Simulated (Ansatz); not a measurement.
Reaction (ligand exchange at the Si–O bond): `O[Si](Br)(Br)Br` + HCl → `Cl[Si](Br)(Br)Br` + H₂O

Calculated with Ansatz (gas phase, PBE0-D4/def2-TZVP geometries, no zero-point term in ΔE). CCSD(T)/CBS is the MP2 limit (def2-TZVPP, def2-QZVPP) plus CCSD(T) − MP2 in def2-TZVPP, frozen cores. This one scheme is used for every species. DFT in def2-TZVPP. B3LYP here is the variant with VWN-RPA as its local correlation; programs differ in this. HSE06 is defined as in plane-wave codes. For Br outer-core shells are correlated without core-valence functions, which leaves a few kJ/mol of doubt a bond. Scalar relativity is left out up to krypton. Each species was taken in one conformer, which may not be the lowest.

`O[Si](Br)(Br)Br`:

Cartesian coordinates in Å:
```
O 0.307 1.225 0.547
Si 0.005 -0.281 0.035
Br -2.148 -0.576 -0.323
Br 1.072 -0.702 -1.845
Br 0.700 -1.619 1.616
H 0.065 1.953 -0.030
```

HCl:

Cartesian coordinates in Å:
```
Cl -0.613 0.151 -0.102
H 0.613 -0.151 0.102
```

`Cl[Si](Br)(Br)Br`:

```xyz
5

Cl   -1.457   -0.732   -1.251
Si   -0.020   -0.010   -0.017
Br    0.722   -1.633    1.256
Br    1.626    0.797   -1.219
Br   -0.871    1.578    1.231
```

H₂O:

Cartesian coordinates in Å:
```
O 0.290 -0.246 -0.081
H -0.627 -0.312 -0.358
H 0.337 0.558 0.439
```

| level | ΔE (kcal/mol) | difference from CCSD(T)/CBS |
| --- | --- | --- |
| LDA (SPW92) | 3.9 | 1.0 |
| PBE-D4 | 1.8 | -1.1 |
| revPBE-D4 | 1.4 | -1.5 |
| BLYP-D4 | 3.3 | 0.4 |
| r2SCAN-D4 | 3.8 | 0.9 |
| PBE0-D4 | 2.2 | -0.7 |
| B3LYP-D4 | 3.7 | 0.8 |
| r2SCANh-D4 | 3.8 | 0.9 |
| r2SCAN0-D4 | 3.8 | 0.9 |
| HSE06-D4 | 2.2 | -0.7 |
| BHLYP-D4 | 4.2 | 1.3 |
| CAM-B3LYP-D4 | 5.3 | 2.4 |
| ωB97X-V | 4.0 | 1.1 |
| ωB97M-V | 3.7 | 0.8 |
| B2PLYP | 4.5 | 1.6 |
| PBE-QIDH | 3.1 | 0.2 |
| PBE | 2.4 | -0.5 |
| revPBE | 2.1 | -0.8 |
| BLYP | 4.6 | 1.7 |
| r2SCAN | 3.9 | 1.0 |
| PBE0 | 2.8 | -0.1 |
| B3LYP | 4.8 | 1.9 |
| r2SCANh | 3.9 | 1.0 |
| r2SCAN0 | 3.9 | 1.0 |
| HSE06 | 2.7 | -0.2 |
| BHLYP | 5.6 | 2.7 |
| LC-ωPBE | 4.1 | 1.2 |
| RPA@PBE/def2-TZVPP | 4.8 | 1.9 |
| HF/def2-SVP | 5.0 | 2.1 |
| MP2/def2-SVP | 3.5 | 0.6 |
| CCSD/def2-SVP | 4.2 | 1.3 |
| CCSD(T)/def2-SVP | 4.0 | 1.1 |
| HF/def2-TZVPP | 6.9 | 4.0 |
| MP2/def2-TZVPP | 3.0 | 0.1 |
| CCSD(T)/def2-TZVPP | 4.6 | 1.7 |
| HF/def2-QZVPP | 6.9 | 4.0 |
| MP2/def2-QZVPP | 2.1 | -0.8 |
| HF/CBS(def2) | 6.9 | 4.0 |
| MP2/CBS(def2) | 1.4 | -1.5 |
| CCSD/CBS(def2) | 3.4 | 0.5 |
| CCSD(T)/CBS | 2.9 | 0 |

Largest T1 diagnostic among the species: 0.008.

The D4 term adds −1.1 kcal/mol with B3LYP and −0.6 kcal/mol with PBE0; it sums over pairs of atoms, weighted by their polarisabilities, and B3LYP, whose exchange is more repulsive, gets the larger term. In def2-TZVPP, CCSD(T) changes the Hartree–Fock value by −2.3 kcal/mol (the triples alone add −0.5 kcal/mol) and MP2 by −3.9 kcal/mol.
